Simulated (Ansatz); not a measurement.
Cartesian coordinates in Å:
```
C -1.208 -0.767 -0.203
O -0.291 0.287 -0.562
Al 1.377 0.563 0.332
Cl 0.803 0.557 2.363
Cl 1.809 2.451 -0.502
Cl 2.490 -1.109 -0.285
H -1.931 -0.891 -1.007
H -1.696 -0.532 0.742
H -0.608 -1.668 -0.102
H -0.745 1.110 -0.776
```

The species carries charge 0 and has multiplicity 1.

**Question.** List the ωB97M-V/def2-TZVPP orbital energies in eV (Ansatz). (Estimate.)

**Answer.** The calculation gave: Occupied: -2771.36, -2771.29, -2771.28, -1533.46, -529.29, -284.31, -261.78, -261.70, -261.69, -199.21, -199.14, -199.14, -199.13, -199.13, -199.07, -199.06, -199.06, -199.05, -117.90, -77.49, -77.44, -77.43, -34.37, -25.35, -24.93, -24.84, -24.06, -19.72, -17.87, -17.13, -15.06, -14.15, -13.54, -12.76, -12.54, -11.72, -11.52, -11.49, -11.27, -11.16, -10.79. Lowest empty: 1.11, 2.39, 2.52, 3.39, 3.60, 3.97, 4.17, 4.57.
